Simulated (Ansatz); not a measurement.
Computed with Ansatz on PBE0-D4/def2-TZVP structures; ΔE is electronic, products minus reactants. CCSD(T)/CBS adds triple-zeta CCSD(T) − MP2 to the extrapolated MP2 energy (def2 sets, frozen cores). DFT in def2-TZVPP. For Ge outer-core shells are correlated without core-valence functions, which leaves a few kJ/mol of doubt a bond. Scalar relativity is left out up to krypton. One conformer a species, not always the lowest.

Consider the cleavage of the Ge–Si bond: `C[SiH]([GeH3])C#N` + `CBS` → `CB[S][GeH3]` + `C[SiH2]C#N`.

```csv
species,r2SCAN-D4 energy (Eh)
`C[SiH]([GeH3])C#N`,-2501.62317
`CBS`,-464.14991
`CB[S][GeH3]`,-2542.36207
`C[SiH2]C#N`,-423.41927
```

**Question.** Work out ΔE.

**Answer.** ΔE = (-2542.36207) + (-423.41927) − (-2501.62317) − (-464.14991) = -0.00826 Eh = -21.7 kJ/mol. CCSD(T)/CBS gives -24.6 kJ/mol.

Largest T1 diagnostic among the species: 0.013.

In def2-TZVPP, CCSD(T) changes the Hartree–Fock value by +13.0 kJ/mol (the triples alone add +0.3 kJ/mol) and MP2 by +7.7 kJ/mol. From PBE to PBE0 (25 % exact exchange), in def2-TZVPP and without D4, ΔE moves by −3.4 kJ/mol.
